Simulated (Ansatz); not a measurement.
One change: `[F][Ga]([F])[F]` becomes `FB(F)F`.

Ansatz, PBE0-D4/def2-TZVP geometries, multiplicity 1. 

Scalar relativity is left out up to krypton.

```json
{"property": "HOMO energy (ωB97M-V/def2-TZVPP) / eV", "`[F][Ga]([F])[F]`": "-14.31"}
{"property": "LUMO energy (B3LYP/def2-TZVPP) / eV", "`[F][Ga]([F])[F]`": "-2.78"}
{"property": "size of the dipole moment (PBE/def2-TZVPP) / D", "`[F][Ga]([F])[F]`": "0.00"}
{"property": "HOMO–LUMO gap (ωB97M-V/def2-TZVPP) / eV", "`[F][Ga]([F])[F]`": "13.95"}
{"property": "HOMO energy (PBE0/def2-TZVPP) / eV", "`[F][Ga]([F])[F]`": "-11.77"}
{"property": "ideal-gas entropy at 298 K and 1 bar (rigid rotor, harmonic PBE0-D4/def2-TZVP) / J/(mol·K)", "`[F][Ga]([F])[F]`": "293"}
```

(1) Give the same properties after the change, and the shifts. (Best estimate.)

Answers

(1) Ansatz gave: 
| property | `FB(F)F` | shift |
| --- | --- | --- |
| HOMO energy (ωB97M-V/def2-TZVPP) / eV | -14.75 | -0.44 |
| LUMO energy (B3LYP/def2-TZVPP) / eV | 0.05 | 2.83 |
| size of the dipole moment (PBE/def2-TZVPP) / D | 0.00 | 0.00 |
| HOMO–LUMO gap (ωB97M-V/def2-TZVPP) / eV | 16.40 | 2.45 |
| HOMO energy (PBE0/def2-TZVPP) / eV | -12.22 | -0.45 |
| ideal-gas entropy at 298 K and 1 bar (rigid rotor, harmonic PBE0-D4/def2-TZVP) / J/(mol·K) | 255 | -38 |

With PBE0 the HOMO falls by 0.45 eV and the LUMO rises by 2.80 eV, so the gap widens by about 3.25 eV. PBE moves the HOMO by -0.33 eV and ωB97M-V by -0.44 eV.

B3LYP here is the variant with VWN-RPA as its local correlation; programs differ in this.
